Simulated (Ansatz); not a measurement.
B2, charge -1, doublet, at a GFN2-xTB geometry of the parent state (a state made from the parent by changing its charge; the spin is typed, not shown lowest) (a gas-phase anion, which may not be bound at this level); SVWN5/def2-SV(P) in Ansatz (a program for electronic structure).

Input for Ansatz:
Ansatz 0.2 input:
```yaml
crystal:
  periodic: [false, false, false]
  atoms:
    - {symbol: B, position_ang: [-0.00000000, -0.00000000, -0.70244061]}
    - {symbol: B, position_ang: [0.00000000, 0.00000000, 0.70244061]}
basis:
  gaussian:
    orbitals: def2-SV_P_.json
hamiltonian:
  xc: {name: SVWN5}
total_charge: -1
magnetization: {spin_polarized: false, initial_magnetization: 1}
```
The basis file holds def2-SV(P) in the JSON format of the Basis Set Exchange.

Output, abridged:

```
Functional definition: SVWN5
308 factors; their error is unknown
mean field evaluation 1: about -1328.1346 eV, gradient 9.4e0 eV
mean field evaluation 2: about -1326.9500 eV, gradient 1.1e1 eV
mean field evaluation 4: about -1328.4729 eV, gradient 2.7e0 eV
mean field evaluation 8: about -1328.4943 eV, gradient 1.4e0 eV
mean field evaluation 16: about -1328.4914 eV, gradient 1.6e-5 eV
mean field evaluation 32: about -1326.8532 eV, gradient 7.9e0 eV
mean field evaluation 64: about -1326.1873 eV, gradient 8.2e0 eV
mean field evaluation 96: about -1328.4914 eV, gradient 1.6e-5 eV
mean field -1328.49144576 eV, -48.8211601478 hartree, gradient 1.6e-5 eV, S^2 0.750000; 11 other end points of the search recorded, 0 dependent functions left out
reference -1328.49146832 eV, -48.8211609770 hartree; 6, 5 occupied and 22, 23 virtual orbitals, 308 factors
Total energy: -1328.49146832 eV, -48.8211609770 hartree
```
